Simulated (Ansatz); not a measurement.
`C=N[SiH2]CF` → `C[Si@@H]1N[C@H]1F`  (isomerisation)

Program: Ansatz. Geometries: PBE0-D4/def2-TZVP. ΔE: electronic, gas phase. CBS: MP2 limit from def2 TZ/QZ plus the TZ coupled-cluster correction, frozen cores. DFT in def2-TZVPP. B3LYP here is the variant with VWN-RPA as its local correlation; programs differ in this. HSE06 is defined as in plane-wave codes. Each species was taken in one conformer, which may not be the lowest.

| level | ΔE (kJ/mol) | difference from CCSD(T)/CBS |
| --- | --- | --- |
| LDA (SPW92) | -49.9 | -51.1 |
| PBE-D4 | -18.2 | -19.4 |
| revPBE-D4 | -9.4 | -10.6 |
| BLYP-D4 | 13.6 | 12.4 |
| r2SCAN-D4 | -15.2 | -16.4 |
| B97M-V | -9.4 | -10.6 |
| PBE0-D4 | -19.5 | -20.7 |
| B3LYP-D4 | 8.4 | 7.2 |
| r2SCANh-D4 | -16.1 | -17.3 |
| r2SCAN0-D4 | -17.5 | -18.7 |
| HSE06-D4 | -19.6 | -20.8 |
| BHLYP-D4 | 10.7 | 9.5 |
| CAM-B3LYP-D4 | 1.1 | -0.1 |
| ωB97X-V | -6.4 | -7.6 |
| ωB97M-V | -7.0 | -8.2 |
| B2PLYP | 6.2 | 5.0 |
| PBE-QIDH | -16.7 | -17.9 |
| PBE | -18.3 | -19.5 |
| revPBE | -8.8 | -10.0 |
| BLYP | 13.7 | 12.5 |
| r2SCAN | -15.3 | -16.5 |
| r2SCANh | -16.3 | -17.5 |
| r2SCAN0 | -17.6 | -18.8 |
| BHLYP | 10.6 | 9.4 |
| RPA@PBE/def2-TZVPP | 17.1 | 15.9 |
| HF/def2-SVP | 40.1 | 38.9 |
| MP2/def2-SVP | 4.1 | 2.9 |
| CCSD/def2-SVP | 17.4 | 16.2 |
| CCSD(T)/def2-SVP | 17.2 | 16.0 |
| HF/def2-TZVPP | 40.8 | 39.6 |
| MP2/def2-TZVPP | -6.1 | -7.3 |
| SCS-MP2/def2-TZVPP | 9.7 | 8.5 |
| CCSD/def2-TZVPP | 8.6 | 7.4 |
| CCSD(T)/def2-TZVPP | 6.2 | 5.0 |
| HF/def2-QZVPP | 40.2 | 39.0 |
| MP2/def2-QZVPP | -9.2 | -10.4 |
| SCS-MP2/def2-QZVPP | 6.8 | 5.6 |
| HF/CBS(def2) | 40.1 | 38.9 |
| MP2/CBS(def2) | -11.2 | -12.4 |
| CCSD/CBS(def2) | 3.5 | 2.3 |
| CCSD(T)/CBS | 1.2 | 0 |

Largest T1 diagnostic among the species: 0.012.

Leaving LDA and LC-ωPBE aside and taking each functional with its dispersion term where it has one, the values spread over 33.2 kJ/mol, from HSE06-D4 to BLYP-D4. LDA lies −31.6 kJ/mol from PBE without D4. From BLYP to BHLYP (50 % exact exchange), in def2-TZVPP and without D4, ΔE moves by −3.0 kJ/mol.

CCSD(T)/CBS has its own doubt, a few kJ/mol and more with outer-core shells, so smaller differences from it don't rank the levels.
